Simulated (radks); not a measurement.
Problem. Species: the rhenium ion Re10+. Configuration: [Kr] 4d10 4f14 5s2 5p3. All-electron calculation, Dirac Kohn-Sham, PBE, spin-unpolarised, spherical densities, point nucleus; open shells are shared between the two j in proportion to 2j + 1. Program: a radial shooting solver on a logarithmic mesh with Libxc functionals. Some entries of the table are withheld. Estimate them.

| orbital | occ. | eigenvalue (eV) | <1/r> (bohr^-1) | r(max) (bohr) |
|---|---|---|---|---|
| 1s1/2 | 2 | -71734.02 | 88.81 | 0.01123 |
| 2s1/2 | 2 | -12567.44 | 21.65 | 0.06470 |
| 2p1/2 | 2 | -12031.36 | 21.60 | 0.04802 |
| 2p3/2 | 4 | -10591.23 | 18.04 | 0.05496 |
| 3s1/2 | 2 | -3036.210 | (1) | 0.1822 |
| 3p1/2 | 2 | -2797.262 | 7.861 | 0.1705 |
| 3p3/2 | 4 | -2484.368 | 6.938 | 0.1847 |
| 3d3/2 | 4 | (2) | 6.833 | 0.1445 |
| 3d5/2 | 6 | (3) | 6.617 | 0.1484 |
| 4s1/2 | 2 | (4) | 3.344 | 0.4129 |
| 4p1/2 | 2 | (5) | 3.234 | (6) |
| 4p3/2 | 4 | (7) | 2.914 | (8) |
| 4d3/2 | 4 | (9) | 2.704 | 0.4379 |
| 4d5/2 | 6 | (10) | 2.628 | 0.4473 |
| 5s1/2 | 2 | -240.2380 | 1.389 | 0.9164 |
| 5p1/2 | 1 | -207.3203 | 1.291 | 0.9656 |
| 4f5/2 | 6 | -206.9098 | 2.222 | 0.4130 |
| 4f7/2 | 8 | -204.3031 | 2.193 | 0.4177 |
| 5p3/2 | 2 | -193.3117 | 1.195 | 1.032 |

Solution. 
(1) 3s1/2 <1/r> (bohr^-1): 7.948
(2) 3d3/2 eigenvalue (eV): -2083.872
(3) 3d5/2 eigenvalue (eV): -2015.928
(4) 4s1/2 eigenvalue (eV): -763.7348
(5) 4p1/2 eigenvalue (eV): -664.0244
(6) 4p1/2 r(max) (bohr): 0.4124
(7) 4p3/2 eigenvalue (eV): -590.9931
(8) 4p3/2 r(max) (bohr): 0.4422
(9) 4d3/2 eigenvalue (eV): -427.3675
(10) 4d5/2 eigenvalue (eV): -413.8359
